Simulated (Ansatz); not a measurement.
Geometry optimisation, RKS PBE-D4/def2-SVP in Ansatz 0.2.0.

input.yaml

```yaml
crystal:
  periodic: [false, false, false]
  atoms:
    - { symbol: Sn, position_ang: [-0.062453, -0.037732, -0.975022] }
    - { symbol: C, position_ang: [1.651295, 0.019976, 1.89966] }
    - { symbol: H, position_ang: [0.580479, -0.238772, 1.749246] }
    - { symbol: H, position_ang: [2.118168, -0.776635, 2.50546] }
    - { symbol: H, position_ang: [1.716395, 0.993439, 2.416994] }
    - { symbol: H, position_ang: [2.176085, 0.081581, 0.925458] }
    - { symbol: H, position_ang: [-1.148675, 1.227029, -0.306552] }
    - { symbol: H, position_ang: [-1.172894, -1.268886, -0.276943] }
basis:
  gaussian: { orbitals: def2-SVP }
hamiltonian:
  xc: pbe
  dispersion: d4
relax:
  f_tol: 0.03
  max_steps: 50
```

Run as:

```bash
$ ansatz run input.yaml --threads 1 --pin off --max-ram 2048MiB --backend cpu --events-out ev --progress --plain --runs-dir out
```

**Question.** Where does it end, and by what steps?

**Answer.** It converged. After 5 steps the energy has fallen by 0.035 eV; H8 moved furthest, 0.30 Å.

| step | energy less start (eV) | largest force component (eV/Å) | accepted |
| --- | --- | --- | --- |
| 0 | 0.0000 | 0.172 | yes |
| 1 | -0.0184 | 0.145 | yes |
| 2 | -0.0288 | 0.112 | yes |
| 3 | -0.0332 | 0.109 | yes |
| 4 | -0.0321 | 0.159 | no |
| 5 | -0.0353 | 0.019 | yes |

```xyz
8
Properties=species:S:1:pos:R:3
Sn 0.058 -0.070 -0.924
C 1.527 0.028 1.816
H 0.437 -0.173 1.749
H 2.011 -0.823 2.330
H 1.678 0.968 2.378
H 2.006 0.141 0.818
H -0.909 1.235 -0.144
H -0.948 -1.308 -0.084
```

Whether the end is a true minimum wasn't checked by a vibrational analysis.

Time of the run: 8.4 s on 1 thread of Intel(R) Xeon(R) Platinum 8488C (Sapphire Rapids), on a shared host, peak memory 0.14 GiB.
